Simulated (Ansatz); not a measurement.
A made-up structure of AlH$_{2}$Se, doublet:

Al1  (-0.600, -0.953, 0.225)
Se2  (0.765, 1.213, -0.286)
H3  (0.265, -2.125, 1.270)
H4  (-0.429, 1.866, -1.210)
(Å)

It is relaxed with PBE-D4/def2-SVP and then PBE0-D4/def2-TZVP (Ansatz 0.2.0). Atoms count as bonded within 1.22 times the sum of their covalent radii (H–H: 0.88 Å). The end point is not checked to be a true minimum.

Question: Does its bonding change? (A judgement: the text doesn't fix the answer.)

Answer: The calculation gives: No: no bond forms or breaks.

Where it ends: The first stage lowers the energy by 0.57 eV in 5 steps. It ends as AlH₂Se ([AlH][SeH]):
Al1  (-0.536, -0.851, 0.201)
Se2  (0.683, 1.083, -0.255)
H3  (0.236, -1.897, 1.134)
H4  (-0.383, 1.665, -1.080)
(Å)

Labels in which every atom is bracketed show which atoms are joined, not bond orders.

For scale, one of the runs: PBE0-D4/def2-TZVP relaxation, 97 basis functions, launched by `ansatz run in.yaml --threads 2 --pin off --events-out ev --progress --plain --max-ram 4352MiB`. The run took about 13 s on 2 CPU threads of an Arm Neoverse V1 (shared host).
